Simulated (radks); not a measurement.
All-electron atom: Ce in [Xe] 4f1 6s1 6p2 (not the ground configuration).

All-electron calculation, scalar-relativistic Kohn-Sham, r2SCAN, spin-polarised, spherical densities, finite nucleus; open shells are filled with parallel spins first (spin-orbit coupling, left out, can overturn this in heavy ions); meta-GGA in the generalised Kohn-Sham scheme; Fermi nuclear charge, rms radius 4.8771 fm. Program: a radial shooting solver on a logarithmic mesh with Libxc functionals.

Energy parts (eV):
part                      energy
total                 -241119.06
kinetic                255556.56
electron-nucleus      -583796.44
Hartree                 92825.75
exchange-correlation    -5704.92

Orbitals (lengths in bohr, moments of r in powers of bohr; <r^-3> diverges for s and p1/2):
| orbital | occ. | eigenvalue (eV) | <r> | <1/r> | <r^-3> |
|---|---|---|---|---|---|
| 1s up | 1 | -40337.27 | 0.02458 | 63.33 | - |
| 1s down | 1 | -40337.24 | 0.02458 | 63.33 | - |
| 2s up | 1 | -6481.334 | 0.1052 | 14.62 | - |
| 2s down | 1 | -6481.333 | 0.1052 | 14.62 | - |
| 2p up | 3 | -5801.913 | 0.09238 | 13.83 | 7973 |
| 2p down | 3 | -5801.897 | 0.09238 | 13.83 | 7973 |
| 3s up | 1 | -1406.293 | 0.2781 | 5.316 | - |
| 3s down | 1 | -1405.960 | 0.2781 | 5.317 | - |
| 3p up | 3 | -1188.968 | 0.2764 | 5.027 | 1602 |
| 3p down | 3 | -1188.628 | 0.2763 | 5.028 | 1603 |
| 3d up | 5 | -880.4937 | 0.2536 | 4.759 | 218.6 |
| 3d down | 5 | -880.2170 | 0.2535 | 4.760 | 218.7 |
| 4s up | 1 | -291.2295 | 0.6377 | 2.205 | - |
| 4s down | 1 | -290.2100 | 0.6376 | 2.206 | - |
| 4p up | 3 | -219.8858 | 0.6750 | 2.036 | 341.3 |
| 4p down | 3 | -218.8387 | 0.6748 | 2.036 | 341.5 |
| 4d up | 5 | -116.8702 | 0.7449 | 1.775 | 38.49 |
| 4d down | 5 | -115.7655 | 0.7445 | 1.776 | 38.53 |
| 5s up | 1 | -45.8629 | 1.510 | 0.8744 | - |
| 5s down | 1 | -45.1053 | 1.523 | 0.8660 | - |
| 5p up | 3 | -27.7367 | 1.732 | 0.7544 | 51.36 |
| 5p down | 3 | -27.1782 | 1.739 | 0.7485 | 50.13 |
| 4f up | 1 | -9.2303 | 1.081 | 1.220 | 4.299 |
| 4f down | 0 | -8.0905 | 1.081 | 1.220 | 4.301 |
| 6s up | 1 | -6.0456 | 4.092 | 0.3040 | - |
| 6p up | 2 | -3.0329 | 5.001 | 0.2479 | 4.908 |

The highest occupied level is 6p up at -3.033 eV. The configuration is held as typed, so some empty levels lie below it. Spin moment in Bohr magnetons: 4.
